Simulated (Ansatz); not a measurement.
Te₂Se₃. Charge 0, multiplicity 1. Geometry PBE-D4/def2-SVP.

```tsv
atom	x (Å)	y (Å)	z (Å)
Se1	-0.954	-2.002	2.704
Se2	1.056	1.549	-1.727
Se3	-0.927	0.598	-2.246
Te4	-0.789	-0.797	0.605
Te5	1.613	0.652	0.664
```

In the def2 sets Te takes a core potential; there is no spin–orbit coupling. LC-ωPBE has ω = 0.4 bohr⁻¹. The restricted singlet is unstable towards broken spin symmetry in Hartree–Fock (as tested in another run); at PBE-D4/def2-TZVP, r2SCAN-D4/def2-TZVP, PBE0-D4/def2-TZVP, LC-ωPBE/def2-TZVP and others this wasn't settled. Another isomer (singlet) lies 1.27 eV lower at PBE0-D4/def2-TZVP; other spin states weren't run for this one.

Question: Estimate the orbital energies around the gap (eV) in Ansatz with PBE-D4/def2-TZVP, r2SCAN-D4/def2-TZVP, PBE0-D4/def2-TZVP, LC-ωPBE/def2-TZVP, ωB97M-V/def2-TZVP.

Answer: 
```csv
orbital,PBE-D4/def2-TZVP,r2SCAN-D4/def2-TZVP,PBE0-D4/def2-TZVP,LC-ωPBE/def2-TZVP,ωB97M-V/def2-TZVP
HOMO−9,-9.65,-10.07,-10.88,-13.53,-12.99
HOMO−8,-9.34,-9.71,-10.56,-13.18,-12.66
HOMO−7,-8.37,-8.73,-9.50,-12.37,-11.84
HOMO−6,-8.22,-8.61,-9.48,-11.92,-11.44
HOMO−5,-8.00,-8.33,-9.06,-11.51,-11.01
HOMO−4,-7.33,-7.68,-8.47,-11.11,-10.63
HOMO−3,-6.28,-6.58,-7.27,-9.61,-9.19
HOMO−2,-6.17,-6.42,-7.15,-9.56,-9.07
HOMO−1,-5.72,-5.95,-6.64,-8.87,-8.45
HOMO,-5.36,-5.58,-6.10,-7.88,-7.57
LUMO,-4.65,-4.83,-4.48,-3.48,-3.29
LUMO+1,-3.93,-3.95,-3.39,-1.67,-1.77
LUMO+2,-3.53,-3.49,-2.90,-1.00,-1.15
LUMO+3,-2.06,-1.91,-1.20,1.04,0.77
LUMO+4,-1.60,-1.44,-0.85,1.18,0.98
LUMO+5,1.51,1.99,2.22,4.15,3.72
```
